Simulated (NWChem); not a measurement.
Program: NWChem. System: H$_{4}$OPbSi, charge 0, spin multiplicity 1, at a geometry optimised with B3LYP/def2-SVP with def2 effective core potentials on Pb. The structure started from a generated list of species. Level: PBE/def2-TZVPD with def2 effective core potentials on Pb.

Input file:

```
start mol
memory heap 200 mb stack 900 mb global 1100 mb
geometry units angstroms nocenter noautoz noautosym
  Pb    -0.001927    -0.302584     0.383148
  O      1.417868    -1.046620    -1.010166
  H      1.509750    -0.488003    -1.796228
  Si    -0.719251     1.904451    -1.207994
  H     -0.956509     3.164396    -0.428445
  H     -1.990941     1.626676    -1.957603
  H      0.322312     2.219490    -2.242584
end
basis spherical
  * library def2-tzvpd
end
ecp
  Pb library def2-ecp
end
dft
  xc xpbe96 cpbe96
  semidirect memsize 60000000 filesize 0
  iterations 100
end
task dft energy
```

Part of the output:

```
             Northwest Computational Chemistry Package (NWChem) 7.3.0
             --------------------------------------------------------

                                NWChem Input Module
                                -------------------

 Scaling coordinates for geometry "geometry" by  1.889725989
 (inverse scale =  0.529177249)

                             Geometry "geometry" -> ""
                             -------------------------

 Output coordinates in angstroms (scale by  1.889725989 to convert to a.u.)

  No.       Tag          Charge          X              Y              Z
 ---- ---------------- ---------- -------------- -------------- --------------
    1 Pb                  82.0000    -0.00192700    -0.30258400     0.38314800
    2 O                    8.0000     1.41786800    -1.04662000    -1.01016600
    3 H                    1.0000     1.50975000    -0.48800300    -1.79622800
    4 Si                  14.0000    -0.71925100     1.90445100    -1.20799400
    5 H                    1.0000    -0.95650900     3.16439600    -0.42844500
    6 H                    1.0000    -1.99094100     1.62667600    -1.95760300
    7 H                    1.0000     0.32231200     2.21949000    -2.24258400

 Effective nuclear repulsion energy (a.u.)     472.9827777721

            Nuclear Dipole moment (a.u.)
            ----------------------------
        X                 Y               Z
 ---------------- ---------------- ----------------
     0.0000529123     0.0000472431     0.0000604712


 Summary of "ao basis" -> "" (spherical)
 ------------------------------------------------------------------------------
       Tag                 Description            Shells   Functions and Types
 ---------------- ------------------------------  ------  ---------------------
 *                         def2-tzvpd                 on all atoms

 Summary of "ao basis" -> "ao basis" (spherical)
 ------------------------------------------------------------------------------
       Tag                 Description            Shells   Functions and Types
 ---------------- ------------------------------  ------  ---------------------
[...]
 Vector   24  Occ=2.000000D+00  E=-2.022278D-01
              MO Center= -3.3D-01,  7.2D-01, -3.5D-01, r^2= 4.5D+00
   Bfn.  Coefficient  Atom+Function         Bfn.  Coefficient  Atom+Function
  ----- ------------  ---------------      ----- ------------  ---------------
   110      0.342596  4 Si s                122     -0.261164  4 Si py
    18      0.230541  1 Pb py                 5     -0.214399  1 Pb s
    12     -0.210173  1 Pb py                19     -0.202605  1 Pb pz
   123      0.200266  4 Si pz                13      0.183636  1 Pb pz
     6     -0.169663  1 Pb s                 15      0.168549  1 Pb py

 Vector   25  Occ=0.000000D+00  E=-1.273433D-01
              MO Center= -1.6D-02, -1.9D-01,  2.7D-01, r^2= 4.0D+00
   Bfn.  Coefficient  Atom+Function         Bfn.  Coefficient  Atom+Function
  ----- ------------  ---------------      ----- ------------  ---------------
    17      0.364124  1 Pb px                11     -0.284604  1 Pb px
    18      0.274123  1 Pb py                14      0.235325  1 Pb px
    20      0.229953  1 Pb px                19      0.228335  1 Pb pz
    12     -0.212965  1 Pb py                21      0.182083  1 Pb py
    13     -0.176036  1 Pb pz                15      0.175811  1 Pb py

 Vector   26  Occ=0.000000D+00  E=-6.099573D-02
              MO Center= -1.8D-02, -2.1D-02, -3.5D-02, r^2= 6.4D+00
   Bfn.  Coefficient  Atom+Function         Bfn.  Coefficient  Atom+Function
  ----- ------------  ---------------      ----- ------------  ---------------
    20      0.421004  1 Pb px                22     -0.334329  1 Pb pz
    17      0.302221  1 Pb px                21     -0.296883  1 Pb py
     6      0.293890  1 Pb s                 62     -0.281832  2 O  s
    19     -0.234893  1 Pb pz                61     -0.217729  2 O  s
    18     -0.215914  1 Pb py                11     -0.181991  1 Pb px

 Vector   27  Occ=0.000000D+00  E=-3.548158D-02
              MO Center= -3.2D-01,  2.1D-01,  2.5D-01, r^2= 9.9D+00
   Bfn.  Coefficient  Atom+Function         Bfn.  Coefficient  Atom+Function
  ----- ------------  ---------------      ----- ------------  ---------------
     7      1.135869  1 Pb s                111     -1.096080  4 Si s
   110      0.992662  4 Si s                  5     -0.365117  1 Pb s
   151     -0.313358  5 H  s                125      0.295820  4 Si py
     6     -0.264584  1 Pb s                109      0.240539  4 Si s
   169     -0.231095  7 H  s                 18     -0.229673  1 Pb py

 center of mass
 --------------
 x =   0.00761376 y =  -0.14629330 z =   0.17169229

 moments of inertia (a.u.)
 ------------------
         901.319771052685         243.521626493261          -7.251919316442
         243.521626493261         542.361796659345         280.227749330191
          -7.251919316442         280.227749330191         744.232039436954

     Multipole analysis of the density
     ---------------------------------

     L   x y z        total         alpha         beta         nuclear
     -   - - -        -----         -----         ----         -------
     0   0 0 0      0.000000    -24.000000    -24.000000     48.000000

     1   1 0 0     -0.375270     -0.296907     -0.296907      0.218543
     1   0 1 0     -0.015535    -17.161817    -17.161817     34.308098
     1   0 0 1      0.691538     22.067081     22.067081    -43.442624

     2   2 0 0    -38.070106    -73.649790    -73.649790    109.229475
     2   1 1 0      4.014797     68.648108     68.648108   -133.281418
     2   1 0 1     -0.038079     -2.808093     -2.808093      5.578108
     2   0 2 0    -41.128208   -162.296778   -162.296778    283.465347
     2   0 1 1      0.993272     62.885589     62.885589   -124.777906
     2   0 0 2    -36.417170    -96.939877    -96.939877    157.462585

 Task  times  cpu:       34.8s     wall:       34.8s

 Total times  cpu:       34.8s     wall:       34.8s
```
